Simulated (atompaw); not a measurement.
**scandium: PAW (atompaw) pseudisation with PBE, scalar-relativistic reference atom.**

- Element: scandium
- Generator: atompaw 4.2.0.5
- Type: PAW
- Functional: PBE
- Relativity: scalar-relativistic
- Frozen core: [Ar]
- Valence charge: 3
- Reference configuration: 3d1 4s2 4p0
- Partial waves: 4s (bound): rc 3.00 bohr; 4s channel at 2.35 Ry: rc 3.00 bohr; 4p (bound, empty): rc 3.00 bohr; 4p channel at 0.35 Ry: rc 3.00 bohr; 3d (bound): rc 3.00 bohr; 3d channel at 3.6 Ry: rc 3.00 bohr
- Local potential: ultrasoft scheme with l = 3 at -0.5 Ry, radius 2.30 bohr
- Core correction: smooth core density matched at 2.40 bohr
- Augmentation charge: gaussian compensation charge, radius 2.65 bohr; PAW radius 3.00 bohr; waves and projectors: custom rrkj vanderbiltortho

All-electron outer shells of the reference configuration (PBE, scalar-relativistic, ld1.x):

```json
{"shell": "3s", "level (eV)": "-55.04", "outermost node (bohr)": "0.42", "outermost maximum (bohr)": "0.92"}
{"shell": "3p", "level (eV)": "-33.63", "outermost node (bohr)": "0.39", "outermost maximum (bohr)": "0.97"}
{"shell": "4s", "level (eV)": "-4.18", "outermost node (bohr)": "1.33", "outermost maximum (bohr)": "3.14"}
{"shell": "3d", "level (eV)": "-3.23", "outermost node (bohr)": "–", "outermost maximum (bohr)": "1.10"}
{"shell": "4p", "level (eV)": "-1.47", "outermost node (bohr)": "1.49", "outermost maximum (bohr)": "4.03"}
```

Problem. Does the generator finish with these settings?

Solution. Yes, a potential is produced.

Problem. Estimate the cutoffs (Ry, on a coarse ladder) from which the occupation-weighted sum of valence levels, in a spherical-Bessel basis at the reference potential, stays within 10 and 1 mRy of its value at 400 Ry.

Solution. 10 Ry and 10 Ry.

Problem. Does the potential have ghost states?

Solution. No extra level below or beside the all-electron valence levels (s, p, d, f tested).

Problem. Is the overlap operator S = 1 + Σ q|β⟩⟨β| positive definite (Bessel basis up to 400 Ry)?

Solution. Yes: its lowest eigenvalue is 0.67 (p channel).

Problem. Which valence shell sets the plane-wave cutoff?

Solution. 3d: its level needs 10 Ry to come within 1 mRy, against 6 Ry for 4s.
